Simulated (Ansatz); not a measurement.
`[F][Ge][Cl]` + H₂S → `[F][Ge][SH]` + HCl  (ligand exchange at a Ge–Cl bond)

Computed with Ansatz on PBE0-D4/def2-TZVP structures; ΔE is electronic, products minus reactants. CBS: MP2 limit from def2 TZ/QZ plus the TZ coupled-cluster correction, frozen cores. This one scheme is used for every species. Functionals use def2-TZVPP. For Ge outer-core shells are correlated without core-valence functions, which leaves a few kJ/mol of doubt a bond. Scalar relativity is left out up to krypton. One conformer a species, not always the lowest.

CCSD(T)/CBS gives +26.9 kJ/mol.

Problem. Another level gave +22.3 kJ/mol. Which?
A. revPBE/def2-TZVPP
B. LDA (SPW92)/def2-TZVPP
C. ωB97X-V/def2-TZVPP
D. HF/def2-TZVPP

Solution. B. LDA (SPW92) 22.3, revPBE 26.9, ωB97X-V 32.4, HF/def2-TZVPP 38.3 kJ/mol.

Largest T1 diagnostic among the species: 0.015.

Leaving LDA and LC-ωPBE aside and taking each functional with its dispersion term where it has one, the values, not all of them listed here, spread over 8.1 kJ/mol, from revPBE-D4 to CAM-B3LYP-D4. LDA lies −3.6 kJ/mol from PBE without D4. In def2-TZVPP, CCSD(T) changes the Hartree–Fock value by −12.1 kJ/mol (the triples alone add −1.9 kJ/mol) and MP2 by −12.2 kJ/mol.
